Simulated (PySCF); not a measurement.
Zero-point energy (kcal/mol) of eight silicon and germanium compounds: PBE-D3(BJ) beside PBE0-D3(BJ), computed with PySCF for isolated molecules in the bases named; differences from unrounded values. The eight are the first of their class met in an unordered collection, after screening for sound electronic states; none was chosen by its value. Each level has its own optimised geometry.

| molecule | basis | PBE0-D3(BJ) | PBE-D3(BJ) | difference |
|---|---|---|---|---|
| GeCl2, SMILES [Cl][Ge][Cl] (connectivity only; charge and spin as stated), neutral, multiplicity 1 | def2-TZVP | 1.36 | 1.30 | -0.07 |
| GeF₃Br, SMILES [F][Ge]([F])([F])[Br] | def2-SVP | 5.27 | 4.99 | -0.28 |
| C2H6GeO3, SMILES C[C](=O)[GeH]([OH])[OH] | def2-SVP | 51.19 | 49.16 | -2.03 |
| Si(F)2(Cl)(Me) (CH3ClF2Si), SMILES C[Si](F)(Cl)F | def2-SVP | 28.21 | 27.34 | -0.87 |
| H7P3Si, SMILES P[SiH](P)P | def2-SVP | 39.32 | 37.87 | -1.45 |
| CH₃FO₂Si₂, SMILES F[Si@@H]1[SiH2]C(=O)O1 | def2-SVP | 26.77 | 25.56 | -1.21 |
| CH₉ClSi₃, SMILES C[Si]([SiH3])([SiH3])Cl | def2-SVP | 55.77 | 54.00 | -1.77 |
| C₂H₇GeN, SMILES [CH]([GeH2][NH2])=C | def2-SVP | 52.64 | 50.84 | -1.80 |

PBE-D3(BJ) lies below PBE0-D3(BJ) in 8 and above it in 0 of the eight; the mean signed difference is -1.19 and the largest -2.03 kcal/mol.
